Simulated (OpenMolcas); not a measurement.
## Levels of N III by method

| Property | Result |
| --- | --- |
| Program | OpenMolcas 26.06 |
| Basis | ANO-R2 [4s4p2d1f] |
| Scalar Hamiltonian | X2C, finite nucleus |
| Active space | 3 electrons in 8 orbitals (2s 2p 3s 3p) |
| State averaging | 2S+1 = 4 odd, 1 root; 2S+1 = 2 odd, 11 roots; 2S+1 = 4 even, 3 roots; 2S+1 = 2 even, 9 roots |
| Spin-orbit coupling | state interaction with AMFI integrals over the reference wave functions, term energies averaged over their components |

Methods on the same reference wave functions:
A. CASSCF
B. SS-CASPT2, IPEA 0.25 Eh, imaginary shift 0.1 Eh (closed shells correlated: 1s)
C. MS-CASPT2, IPEA 0.25 Eh, imaginary shift 0.1 Eh (closed shells correlated: 1s)

Energies in cm-1 above 2s2 2p 2P* 1/2, the measured ground level; measured values from Moore, Selected Tables of Atomic Spectra, NSRDS-NBS 3, section 5.

| Level | A | B | C | Measured |
| --- | --- | --- | --- | --- |
| 2s2 2p 2P* 1/2 | 0.0 | 0.0 | 0.0 | 0.0 |
| 2s2 2p 2P* 3/2 | 168 | 168 | 168 | 174 |
| 2s 2p2 4P 1/2 | 51973 | 56060 | 56080 |  |
| 2s 2p2 4P 3/2 | 52030 | 56110 | 56130 | 57247 |
| 2s 2p2 4P 5/2 | 52124 | 56210 | 56230 | 57328 |
| 2s 2p2 2D 3/2 | 106263 | 101030 | 101050 | 101031 |
| 2s 2p2 2D 5/2 | 106268 | 101030 | 101060 | 101024 |
| 2s 2p2 2S 1/2 | 132416 | 131200 | 131220 | 131004 |
| 2s 2p2 2P 1/2 | 155410 | 147160 | 147190 | 145876 |
| 2s 2p2 2P 3/2 | 155526 | 147280 | 147300 | 145986 |
| 2p3 4S* 3/2 | 183960 | 185960 | 185990 | 186797 |
| 2p3 2D* 3/2 | 212444 | 204460 | 204490 | 203089 |
| 2p3 2D* 5/2 | 212447 | 204470 | 204490 | 203075 |
| 2p3 2P* 1/2 | 239109 | 231400 | 231440 | 230404 |
| 2p3 2P* 3/2 | 239126 | 231420 | 231460 | 230409 |

Deviations, from unrounded energies. A percentage is the sum of absolute deviations over the sum of measured energies, with the sign that they share, or ± where signs differ.

```json
{"Against measurement": "mean absolute deviation (cm-1)", "Levels": "13", "A": "6200", "B": "820", "C": "830"}
{"Against measurement": "fine structure of the ground term (%)", "Levels": "1", "A": "-3.9", "B": "-3.9", "C": "-3.5"}
{"Against measurement": "other configurations (%)", "Levels": "12", "A": "±4.5", "B": "±0.6", "C": "±0.6"}
```

B, C lie about equally close to measurement and A furthest from it. The largest miss of B in the table is 2p3 2D* 5/2, by +1400 cm-1. The ranking rests on the paired levels alone, and a cruder setting can come out closer through cancelling errors.

Between B and C the level of the table that moves most is 2p3 2P* 1/2, by 44 cm-1 (lowest in B, highest in C). Moves below CASPT2's spread within the term are not significant.

The mean deviations of B to C differ by less than CASPT2's widest spread within a term (300 cm-1), so their order carries little weight.

The lowest spin-free term lies below A's lowest term by 0.040 hartree in B, 0.040 hartree in C.

Term energies are means over components that CASPT2 splits; among the terms shown or strongly mixed into the levels shown the widest spread is 300 cm-1 (2p3 2D*, C). Active for correlation alone: 3p 3s; no level in the range computed is led by a configuration that fills them, so any true level of that kind is missing. Computed and measured levels are paired by configuration, term and J; levels that our copy of the source lacks, or whose pairing is in doubt (as where it misses far off the trend of its configuration), stay unpaired and out of the deviations. Levels of configurations outside the active space are missing.

* marks odd parity.
